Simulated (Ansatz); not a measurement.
The cluster V2S3. The state is a singlet with charge 0. Geometry PBE-D4/def2-SVP.

```xyz
5

V     1.755   -0.381   -0.032
V     0.104   -0.004    0.036
S    -2.201    0.389   -0.168
S     1.491    0.499    1.929
S    -1.149   -0.503   -1.764
```

B3LYP takes the VWN-RPA correlation. This restricted singlet of an open-shell metal (gap down to 0.56 eV) wasn't tested against broken symmetry. No other spin state of charge 0 was run. Another isomer (singlet) lies 2.66 eV lower at PBE0-D4/def2-TZVP; other spin states weren't run for this one.

**Question.** Estimate the orbital energies around the gap (eV) in Ansatz with PBE-D4/def2-TZVP, r2SCAN-D4/def2-TZVP, r2SCANh-D4/def2-TZVP, B3LYP-D4/def2-TZVP, PBE0-D4/def2-SVP.

**Answer.** 
```tsv
orbital	PBE-D4/def2-TZVP	r2SCAN-D4/def2-TZVP	r2SCANh-D4/def2-TZVP	B3LYP-D4/def2-TZVP	PBE0-D4/def2-SVP
HOMO−13	-18.91	-19.71	-20.46	-20.61	-21.06
HOMO−12	-16.37	-17.08	-17.86	-18.11	-18.42
HOMO−11	-14.90	-15.48	-16.12	-16.36	-16.53
HOMO−10	-9.05	-9.38	-9.84	-10.01	-10.21
HOMO−9	-8.53	-8.84	-9.29	-9.44	-9.61
HOMO−8	-7.96	-8.26	-8.72	-8.91	-9.09
HOMO−7	-7.92	-8.21	-8.69	-8.90	-9.06
HOMO−6	-7.09	-7.37	-7.89	-8.15	-8.32
HOMO−5	-7.05	-7.36	-7.85	-8.07	-8.23
HOMO−4	-6.63	-6.87	-7.33	-7.59	-7.73
HOMO−3	-6.42	-6.67	-7.20	-7.50	-7.58
HOMO−2	-5.80	-6.02	-6.44	-6.70	-6.79
HOMO−1	-5.33	-5.56	-6.08	-6.43	-6.49
HOMO	-4.94	-5.08	-5.40	-5.63	-5.57
LUMO	-4.38	-4.35	-4.09	-3.93	-3.60
LUMO+1	-4.00	-3.96	-3.64	-3.37	-2.95
LUMO+2	-3.16	-3.07	-2.82	-2.75	-2.27
LUMO+3	-2.86	-2.75	-2.43	-2.26	-1.87
LUMO+4	-2.68	-2.66	-2.31	-2.00	-1.50
LUMO+5	-1.91	-1.73	-1.38	-1.21	-0.53
```
